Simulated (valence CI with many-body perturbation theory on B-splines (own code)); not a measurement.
Forbidden lines of Pt71+

Computed by valence CI with perturbative core correlation (CI+MBPT): five valence electrons over a frozen Dirac-Fock core [He], radial functions for each j: 9 s, 9 p, 8 d, 6 f, 3 g, 1 h, with the one-electron correlation potential Σ1, the two-electron term Σ2, the three-electron term Σ3, Breit, model QED; selected CI, second order for the rest (own B-spline code, finite nucleus).

No measured spectrum was set against this ion. As an estimate, large intervals hold to a few tenths of a per cent, small ones and those within an open d or f shell to about a per cent. Among the levels kept, up to 1200 cm⁻¹ of a level comes from second order outside the variational space, and about a tenth of that is noise between levels of different J, which matters for small intervals.

Lines 1 to 50 of 61 in falling wavelength, among levels below 103570 × 10³ cm⁻¹, chosen from the decays that carry over 1 % of a level's rate. Wavelengths and rates use the calculated energies. Electric multipoles are in the length gauge, E1 and E2 with the static RPA response of the core. S is in atomic units (e²a₀⁴ for E2 and M2, e²a₀⁶ for E3), for M1 in squared Bohr magnetons. Weak lines are less certain than strong ones. Lines between different terms over intervals too small for the method are left out, as are lines whose strength nearly cancels. The highest levels of a list are the least certain.

Levels are named by their leading jj configuration (3d3/2^4 stands for four electrons in 3d with j = 3/2), which in mixed levels can hold well under half, so a name can repeat and another be missing. Letters in brackets count levels of one name in rising energy.

```csv
λ vac (Å),Upper,Lower,Type,A (s⁻¹),S (a.u.)
6.977,(2s^2 2p1/2 2p3/2^2) J=3/2,(2s^2 2p1/2^2 2p3/2) J=3/2,M1,5.15e+10,2.59e+00
6.960,(2s^2 2p3/2^3) J=3/2,(2s^2 2p1/2 2p3/2^2) J=1/2,M1,1.28e+10,6.40e-01
6.911,(2s^2 2p1/2 2p3/2 3p1/2) J=1/2,(2s^2 2p1/2^2 3p1/2) J=1/2,M1,3.51e+10,8.60e-01
6.887,(2s^2 2p1/2 2p3/2^2) J=5/2,(2s^2 2p1/2^2 2p3/2) J=3/2,M1,8.53e+09,6.20e-01
6.887,(2s^2 2p1/2 2p3/2^2) J=5/2,(2s^2 2p1/2^2 2p3/2) J=3/2,E2,3.97e+08,3.30e-05
6.741,(2s^2 2p3/2^3) J=3/2,(2s^2 2p1/2 2p3/2^2) J=5/2,M1,1.40e+10,6.36e-01
6.673,(2s^2 2p1/2 2p3/2^2) J=1/2,(2s^2 2p1/2^2 2p3/2) J=3/2,M1,2.80e+10,6.17e-01
6.673,(2s^2 2p1/2 2p3/2^2) J=1/2,(2s^2 2p1/2^2 2p3/2) J=3/2,E2,3.34e+08,7.89e-06
6.657,(2s^2 2p3/2^3) J=3/2,(2s^2 2p1/2 2p3/2^2) J=3/2,M1,5.57e+10,2.44e+00
1.260,(2s^2 2p1/2 2p3/2 3p1/2) J=1/2,(2s^2 2p1/2 2p3/2^2) J=1/2,M1,3.11e+10,4.61e-03
1.259,(2s^2 2p1/2 2p3/2 3p1/2) J=3/2 [a],(2s^2 2p1/2 2p3/2^2) J=1/2,E2,3.75e+11,4.24e-06
1.257,(2s^2 2p1/2 2p3/2 3p1/2) J=5/2,(2s^2 2p1/2 2p3/2^2) J=1/2,E2,7.35e+11,1.24e-05
1.253,(2s^2 2p1/2 2p3/2 3p1/2) J=1/2,(2s^2 2p1/2 2p3/2^2) J=5/2,E2,7.84e+11,4.32e-06
1.252,(2s^2 2p1/2 2p3/2 3p1/2) J=3/2 [a],(2s^2 2p1/2 2p3/2^2) J=5/2,M1,5.69e+10,1.65e-02
1.252,(2s^2 2p1/2 2p3/2 3p1/2) J=3/2 [a],(2s^2 2p1/2 2p3/2^2) J=5/2,E2,3.19e+10,3.51e-07
1.252,(2s^2 2p1/2^2 3p1/2) J=1/2,(2s^2 2p1/2^2 2p3/2) J=3/2,E2,3.81e+12,2.09e-05
1.252,(2s^2 2p1/2^2 3p1/2) J=1/2,(2s^2 2p1/2^2 2p3/2) J=3/2,M1,9.47e+10,1.38e-02
1.251,(2s^2 2p1/2 2p3/2 3p1/2) J=3/2 [b],(2s^2 2p1/2 2p3/2^2) J=1/2,E2,3.55e+11,3.89e-06
1.250,(2s^2 2p1/2 2p3/2 3p1/2) J=5/2,(2s^2 2p1/2 2p3/2^2) J=5/2,E2,2.16e+12,3.52e-05
1.250,(2s^2 2p1/2 2p3/2 3p1/2) J=5/2,(2s^2 2p1/2 2p3/2^2) J=5/2,M1,4.53e+10,1.97e-02
1.250,(2s^2 2p1/2 2p3/2 3p1/2) J=1/2,(2s^2 2p1/2 2p3/2^2) J=3/2,E2,1.18e+12,6.40e-06
1.250,(2s^2 2p1/2 2p3/2 3p1/2) J=1/2,(2s^2 2p1/2 2p3/2^2) J=3/2,M1,8.10e+10,1.17e-02
1.249,(2s^2 2p1/2 2p3/2 3p1/2) J=3/2 [a],(2s^2 2p1/2 2p3/2^2) J=3/2,E2,2.30e+12,2.50e-05
1.247,(2s^2 2p1/2 2p3/2 3p1/2) J=5/2,(2s^2 2p1/2 2p3/2^2) J=3/2,E2,5.38e+11,8.70e-06
1.244,(2s^2 2p1/2 2p3/2 3p1/2) J=3/2 [b],(2s^2 2p1/2 2p3/2^2) J=5/2,E2,2.12e+12,2.26e-05
1.241,(2s^2 2p1/2 2p3/2 3p1/2) J=3/2 [b],(2s^2 2p1/2 2p3/2^2) J=3/2,E2,1.69e+11,1.77e-06
1.194,(2s^2 2p1/2 2p3/2 3p3/2) J=3/2 [a],(2s^2 2p1/2 2p3/2^2) J=1/2,E2,7.07e+10,6.13e-07
1.191,(2s^2 2p1/2 2p3/2 3p3/2) J=3/2 [b],(2s^2 2p1/2 2p3/2^2) J=1/2,E2,7.01e+11,5.99e-06
1.191,(2s 2p1/2^2 2p3/2 3p3/2) J=7/2,(2s 2p1/2^2 2p3/2^2) J=5/2,E2,1.28e+12,2.20e-05
1.190,(2s^2 2p1/2 2p3/2 3p3/2) J=5/2 [b],(2s^2 2p1/2 2p3/2^2) J=1/2,E2,7.61e+11,9.73e-06
1.190,(2s 2p1/2^2 2p3/2 3p3/2) J=1/2 [b],(2s 2p1/2^2 2p3/2^2) J=3/2,E2,2.30e+12,9.79e-06
1.189,(2s^2 2p1/2 2p3/2 3p3/2) J=5/2 [a],(2s^2 2p1/2 2p3/2^2) J=5/2,E2,3.00e+11,3.82e-06
1.188,(2s^2 2p1/2 2p3/2 3p3/2) J=1/2 [a],(2s^2 2p1/2 2p3/2^2) J=5/2,E2,3.12e+11,1.32e-06
1.188,(2s^2 2p1/2 2p3/2 3p3/2) J=3/2 [a],(2s^2 2p1/2 2p3/2^2) J=5/2,E2,9.41e+11,7.94e-06
1.187,(2s^2 2p1/2^2 3p3/2) J=3/2,(2s^2 2p1/2^2 2p3/2) J=3/2,E2,1.91e+12,1.61e-05
1.187,(2s^2 2p1/2 2p3/2 3p3/2) J=7/2,(2s^2 2p1/2 2p3/2^2) J=5/2,E2,1.35e+12,2.28e-05
1.186,(2s^2 2p1/2 2p3/2 3p3/2) J=5/2 [a],(2s^2 2p1/2 2p3/2^2) J=3/2,E2,1.18e+12,1.48e-05
1.186,(2s^2 2p1/2 2p3/2 3p3/2) J=1/2 [a],(2s^2 2p1/2 2p3/2^2) J=3/2,E2,1.26e+12,5.29e-06
1.185,(2s^2 2p1/2 2p3/2 3p3/2) J=3/2 [a],(2s^2 2p1/2 2p3/2^2) J=3/2,E2,4.30e+11,3.59e-06
1.184,(2s^2 2p1/2 2p3/2 3p3/2) J=3/2 [b],(2s^2 2p1/2 2p3/2^2) J=5/2,E2,1.13e+11,9.40e-07
1.184,(2s^2 2p1/2 2p3/2 3p3/2) J=7/2,(2s^2 2p1/2 2p3/2^2) J=3/2,E2,1.53e+11,2.55e-06
1.181,(2s^2 2p1/2 2p3/2 3p3/2) J=1/2 [b],(2s^2 2p1/2 2p3/2^2) J=5/2,E2,2.63e+12,1.08e-05
1.178,(2s^2 2p1/2 2p3/2 3p3/2) J=1/2 [b],(2s^2 2p1/2 2p3/2^2) J=3/2,E2,1.21e+12,4.92e-06
1.176,(2s 2p1/2^2 2p3/2 3p3/2) J=1/2 [b],(2s 2p1/2^2 2p3/2^2) J=5/2,E2,6.95e+11,2.80e-06
1.165,(2s 2p1/2^2 2p3/2 3d5/2) J=9/2,(2s 2p1/2^2 2p3/2^2) J=5/2,M2,1.14e+11,2.19e-06
1.165,(2s 2p1/2^2 2p3/2 3d5/2) J=9/2,(2s 2p1/2^2 2p3/2^2) J=5/2,E3,7.19e+09,6.65e-07
1.160,(2s^2 2p1/2 2p3/2 3d5/2) J=9/2,(2s^2 2p1/2 2p3/2^2) J=5/2,M2,1.14e+11,2.14e-06
1.160,(2s^2 2p1/2 2p3/2 3d5/2) J=9/2,(2s^2 2p1/2 2p3/2^2) J=5/2,E3,7.42e+09,6.67e-07
1.014,(2s^2 2p1/2 2p3/2 3p3/2) J=5/2 [a],(2s^2 2p1/2^2 2p3/2) J=3/2,E2,4.51e+11,2.59e-06
1.013,(2s^2 2p1/2 2p3/2 3p3/2) J=1/2 [a],(2s^2 2p1/2^2 2p3/2) J=3/2,E2,9.33e+11,1.78e-06
```
